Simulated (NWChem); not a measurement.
Isomers of C$_{2}$H$_{3}$F$_{2}$NSi, each optimised at B3LYP/6-31G* with NWChem, gas phase unless a solvent is named. Flexible species stand in one conformer each, which need not be the lowest. Pople sets run with spherical d functions.

A: N#CC[SiH](F)F
B: C#C[Si](N)(F)F
C: FC(F)([SiH3])C#N
D: F[C@H]1N=C[Si@@H]1F

Rank them by SMD solvation free energy in toluene, B3LYP/6-31G* (kcal/mol), lowest first.

A (-3.9), B (-2.8), D (-2.1), C (-0.7)
